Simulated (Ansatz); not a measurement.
Coupled-cluster run, `[C]#C[SiH2]O` radical.

```yaml
crystal:
  periodic: [false, false, false]
  atoms:
    - {symbol: C, position_ang: [0.791897, -2.383793, 0.809894]}
    - {symbol: C, position_ang: [0.496117, -1.231844, 0.570289]}
    - {symbol: Si, position_ang: [0.076206, 0.507717, 0.171196]}
    - {symbol: O, position_ang: [-1.162797, 0.586902, -0.897746]}
    - {symbol: H, position_ang: [1.315175, 1.128887, -0.357967]}
    - {symbol: H, position_ang: [-0.387857, 1.188474, 1.396221]}
    - {symbol: H, position_ang: [-1.067440, 0.135757, -1.737687]}
basis:
  gaussian: {orbitals: def2-TZVPP}
magnetization: {spin_polarized: true, initial_magnetization: 1}
correlation: {method: ccsd_t}
scf: {omitted_lower_state_checks: [cluster_reference]}
output: {orbitals: {seedname: orbitals}}
```

```sh
$ ansatz run in.yaml --threads 2 --pin off --events-out ev --progress --plain
```

Log, shortened:

```
Functional definition: HF
1069 factors; integrals over basis functions are off by at most 7.4e-4 eV
mean field evaluation 1: about -12002.6615 eV, gradient 2.8e1 eV
mean field evaluation 2: about -12002.6708 eV, gradient 2.8e1 eV
mean field evaluation 4: about -12006.7068 eV, gradient 4.2e0 eV
mean field evaluation 8: about -12007.1864 eV, gradient 1.1e0 eV
mean field evaluation 16: about -12007.3754 eV, gradient 7.5e-6 eV
mean field -12007.37536977 eV, -441.2629059478 hartree, gradient 7.5e-6 eV, S^2 1.161270; 4 other end points of the search recorded, 0 dependent functions left out
8 core orbitals not correlated: weight in the atoms' cores, before any rotation towards them, 1.000 or more for the frozen orbitals, at most 0.000 for the correlated occupied ones
reference -12007.37536977 eV, -441.2629059478 hartree; 11, 10 occupied and 158, 159 virtual orbitals, 1069 factors
second order -16.09140372 eV of doubles, -0.00000000 eV of singles
cycle   1  -16.44693278 eV  change   -3.6e-1 eV  update   1.2e-1
cycle   2  -17.05084770 eV  change   -6.0e-1 eV  update   5.6e-2
cycle   3  -17.33620356 eV  change   -2.9e-1 eV  update   4.3e-2
cycle   4  -17.39946538 eV  change   -6.3e-2 eV  update   2.2e-2
cycle   5  -17.41512956 eV  change   -1.6e-2 eV  update   9.5e-3
cycle   6  -17.42084261 eV  change   -5.7e-3 eV  update   3.6e-3
cycle   7  -17.42312258 eV  change   -2.3e-3 eV  update   2.1e-3
cycle   8  -17.42375997 eV  change   -6.4e-4 eV  update   1.0e-3
cycle   9  -17.42436459 eV  change   -6.0e-4 eV  update   5.0e-4
cycle  10  -17.42440196 eV  change   -3.7e-5 eV  update   2.5e-4
cycle  11  -17.42459522 eV  change   -1.9e-4 eV  update   1.7e-4
cycle  12  -17.42470505 eV  change   -1.1e-4 eV  update   1.4e-4
cycle  13  -17.42472397 eV  change   -1.9e-5 eV  update   1.2e-4
cycle  14  -17.42477676 eV  change   -5.3e-5 eV  update   8.8e-5
cycle  15  -17.42473362 eV  change    4.3e-5 eV  update   4.9e-5
cycle  16  -17.42471293 eV  change    2.1e-5 eV  update   2.9e-5
cycle  17  -17.42471001 eV  change    2.9e-6 eV  update   1.7e-5
perturbative correction -0.77416183 eV, -0.0284499225 hartree
Total energy: -12025.57424161 eV, -441.9317021523 hartree
Checks for a lower state left out: cluster_reference
```

Hardware: 2 threads of a server CPU on a shared host. Wall time 3.3 min, peak host memory 4.4 GiB.

Correlation energy per correlated electron: -0.867 eV. T1 diagnostic: 0.0458.
